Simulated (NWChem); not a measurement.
Species: C4H8; SMILES C1CC1C

```xyz
12

C      0.1594    -1.5516     0.0000
C     -0.4971    -0.1884     0.0000
C      0.1255     0.9634    -0.7565
C      0.1255     0.9634     0.7565
H     -0.1253    -2.1413    -0.8965
H      1.2656    -1.4596     0.0000
H     -0.1253    -2.1413     0.8965
H     -1.6011    -0.2133     0.0000
H     -0.5365     1.6708    -1.2800
H      1.0815     0.7774    -1.2728
H     -0.5365     1.6708     1.2800
H      1.0815     0.7774     1.2728
```
Atoms are numbered in this order, from 1.

Level: PBE-D3(BJ)/def2-SVP (NWChem), optimised geometry, unscaled harmonic frequencies. 

```
frequency (cm⁻¹)  IR intensity (km/mol)
----------------  ---------------------
224                                 0.0
332                                 0.8
360                                 0.3
749                                 0.5
784                                 4.6
785                                 7.6
867                                 6.4
906                                 3.6
976                                13.1
1019                                1.2
1023                                1.9
1061                                5.2
1091                                0.3
1139                                0.5
1168                                0.0
1201                                0.1
1326                                1.9
1368                                1.9
1385                                2.9
1412                                2.3
1419                                8.7
1454                                1.9
2960                               32.1
3044                               20.6
3045                                9.8
3055                               18.7
3060                               10.3
3072                               20.0
3144                                0.2
3155                               15.1
```

```json
{
  "zero_point_energy": "66.6 kcal/mol",
  "thermal correction to the enthalpy at 298.15 K (with zero-point energy)": "70.1 kcal/mol",
  "heat capacity Cv": "17.1 cal/(mol K)",
  "entropy at 298.15 K and 1 atm (symmetry number 1)": "67.8 cal/(mol K)",
  "dipole_moment": "0.14 D"
}
```

Rigid rotor and harmonic oscillator.
